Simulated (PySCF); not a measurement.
Steps of a relaxation of Tl2H6

Tl2H6 (singlet). PySCF 2.14.0, RKS B3LYP, Tl def2-SVP with ECP60, H def2-SVP; non-relativistic Hamiltonian with scalar-relativistic core potentials where named; density fitting; no spin-orbit coupling. Origin of the start: template. Columns: position (Å) and force (eV/Å). Energies are counted from the last step; some of the 9 steps are shown. Forces carry noise of the integration grid, about 0.01 to 0.03 eV/Å.

Run from Python with OMP_NUM_THREADS=2. Where DIIS fails, smearing, a level shift and second-order steps follow.
It took 26 s on 2 threads of Arm Neoverse V1, on a shared host, from the converged density of the start.

```xyz
8
step 0  E = 1.292 eV
Tl    0.0000    0.0000    1.4972     0.00    0.00    2.75
Tl    0.0000    0.0000   -1.4972     0.00    0.00   -2.75
H     1.2803    0.0000    0.0000     0.33    0.00    0.00
H    -1.2803    0.0000    0.0000    -0.33    0.00    0.00
H     0.0000    1.6717    2.5395     0.00   -1.28   -1.09
H     0.0000   -1.6717    2.5395     0.00    1.28   -1.09
H     0.0000    1.6717   -2.5395     0.00   -1.28    1.09
H     0.0000   -1.6717   -2.5395     0.00    1.28    1.09
```

```xyz
8
step 3  E = 0.056 eV
Tl    0.0000    0.0000    1.5787     0.00    0.00    0.18
Tl    0.0000    0.0000   -1.5787     0.00    0.00   -0.18
H     1.2787    0.0000    0.0000     0.05    0.00    0.00
H    -1.2787    0.0000    0.0000    -0.05    0.00    0.00
H     0.0000    1.5967    2.2424     0.00    0.03   -0.17
H     0.0000   -1.5967    2.2424     0.00   -0.03   -0.17
H     0.0000    1.5967   -2.2424     0.00    0.03    0.17
H     0.0000   -1.5967   -2.2424     0.00   -0.03    0.17
```

```xyz
8
step 5  E = 0.001 eV
Tl    0.0000    0.0000    1.5872     0.00    0.00   -0.04
Tl    0.0000    0.0000   -1.5872     0.00    0.00    0.04
H     1.2878    0.0000    0.0000     0.01    0.00    0.00
H    -1.2878    0.0000    0.0000    -0.01    0.00    0.00
H     0.0000    1.6391    2.0998     0.00   -0.03   -0.01
H     0.0000   -1.6391    2.0998     0.00    0.03   -0.01
H     0.0000    1.6391   -2.0998     0.00   -0.03    0.01
H     0.0000   -1.6391   -2.0998     0.00    0.03    0.01
```

Question: Where does the relaxation end?

Answer: It converges at step 8 in D2h:
```xyz
8
step 8  E = 0
Tl    0.0000    0.0000    1.5800
Tl    0.0000    0.0000   -1.5800
H     1.2938    0.0000    0.0000
H    -1.2938    0.0000    0.0000
H     0.0000    1.6374    2.0893
H     0.0000   -1.6374    2.0893
H     0.0000    1.6374   -2.0893
H     0.0000   -1.6374   -2.0893
```

Question: How did the contacts change?

Answer: 
```csv
contact,start (Å),end (Å)
Tl1–H3 (H),1.970,2.042
Tl1–H4 (H),1.970,2.042
Tl1–H5 (H),1.970,1.715
Tl1–H6 (H),1.970,1.715
Tl2–H7 (H),1.970,1.715
Tl2–H8 (H),1.970,1.715
```
